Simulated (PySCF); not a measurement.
Input of a response calculation (the driver script's job line, then coordinates in Å):

```
{"job": {"kind": "uv", "xc": "CAM-B3LYP", "basis": "def2-SVPD", "dynamic": true, "nstates": 6, "ntriplets": 0}, "charge": 0, "multiplicity": 1}
C     -2.103706     0.700663     0.491974
N     -1.194502    -0.370984     0.165582
C     -1.623709    -1.157300    -0.965405
C      0.160238     0.035451     0.094496
C      0.723172     0.988122    -0.946645
C      2.024209     1.102428    -0.658134
C      2.243837     0.226676     0.547111
C      0.972373     0.187576     1.372367
C      1.262604    -0.928702     0.508684
H     -3.107093     0.292118     0.691329
H     -1.761951     1.220064     1.399020
H     -2.205239     1.459918    -0.314561
H     -0.931382    -1.996918    -1.123859
H     -1.678273    -0.580132    -1.914719
H     -2.625135    -1.573680    -0.772573
H      0.155920     1.461426    -1.747438
H      2.789478     1.692082    -1.162197
H      3.214793     0.104510     1.031466
H      0.722402     0.294957     2.428096
H      1.321418    -2.008708     0.645202
```

Its output, with some lines taken out ([cut]):

```
coarse grid: 16576 points
cycle   1  E = -365.5277447984  dE =  1.906e+00  |g| = 3.350e-01  |ddm| = 1.057e+01
cycle   2  E = -365.5497929838  dE = -2.205e-02  |g| = 2.326e-01  |ddm| = 1.992e+00
cycle   3  E = -365.5626429566  dE = -1.285e-02  |g| = 4.390e-02  |ddm| = 7.747e-01
cycle   4  E = -365.5630910436  dE = -4.481e-04  |g| = 1.707e-02  |ddm| = 2.244e-01
cycle   5  E = -365.5631519917  dE = -6.095e-05  |g| = 5.474e-03  |ddm| = 5.928e-02
cycle   6  E = -365.5631593124  dE = -7.321e-06  |g| = 1.229e-03  |ddm| = 2.772e-02
final grid: 159752 points
cycle   7  E = -365.6364009559  dE = -4.764e-05  |g| = 4.147e-03  |ddm| = 1.959e-01
cycle   8  E = -365.6364010976  dE = -1.417e-07  |g| = 4.264e-03  |ddm| = 2.763e-02
cycle   9  E = -365.6364056204  dE = -4.523e-06  |g| = 5.940e-04  |ddm| = 1.194e-02
cycle  10  E = -365.6364056933  dE = -7.284e-08  |g| = 2.534e-04  |ddm| = 2.284e-03
cycle  11  E = -365.6364057100  dE = -1.672e-08  |g| = 4.412e-05  |ddm| = 1.054e-03
cycle  12  E = -365.6364057105  dE = -5.011e-10  |g| = 1.174e-05  |ddm| = 1.696e-04
converged SCF energy = -365.6364057105

[cut]

Singlet excitations
state   eV       nm        f      main configurations
  1   5.6843    218.1   0.06650   H-1->L 0.95
  2   5.8001    213.8   0.00006   H->L 0.91
[cut]
[cut]
[cut]
[cut]
```

The calculation used PySCF 2.14.0, density-fitted response routines, TDDFT CAM-B3LYP/def2-SVPD, vertical, gas phase, core orbitals frozen in the response. The structure is a single PBE0-D3(BJ)/def2-SVP conformer in the gas phase; no vibrational or solvent corrections.

Question: Restore the lines that were cut, in order.

Answer: 
```
Static polarisability (au): isotropic 92.468, principal 81.870 88.487 107.047
  3   6.2183    199.4   0.00984   H->L+1 0.86, H->L+2 0.09
  4   6.5178    190.2   0.03249   H-1->L+1 0.60, H-1->L+4 0.18, H-1->L+2 0.15
  5   6.6627    186.1   0.00011   H-2->L 0.92
  6   6.9983    177.2   0.00004   H->L+3 0.80, H-1->L+2 0.10
```

Question: What is the polarisability anisotropy, √(½[(α1 − α2)² + (α2 − α3)² + (α3 − α1)²])?

Answer: 22.61 au.

Question: What share of the summed oscillator strength falls to the strongest level in this window?

Answer: State 1 at 218 nm: 0.0665 of 0.1090, or 61%.

Question: How much of the mean polarisability do the listed states account for?

Answer: The sum over states Σ f/ΔE² (ΔE in hartree) gives 2.28 au, 2% of the total; the rest comes from higher roots of the same response equations.

Question: Which species is it?

Answer: `CN(C)[C@@]12C=C[C@H]3[C@@H]1[C@H]32` (C8H11N), point group Cs.

The SCF starts on a coarse grid; the energy jumps when the final grid takes over, and dE counts afresh there. H and L stand for HOMO and LUMO.
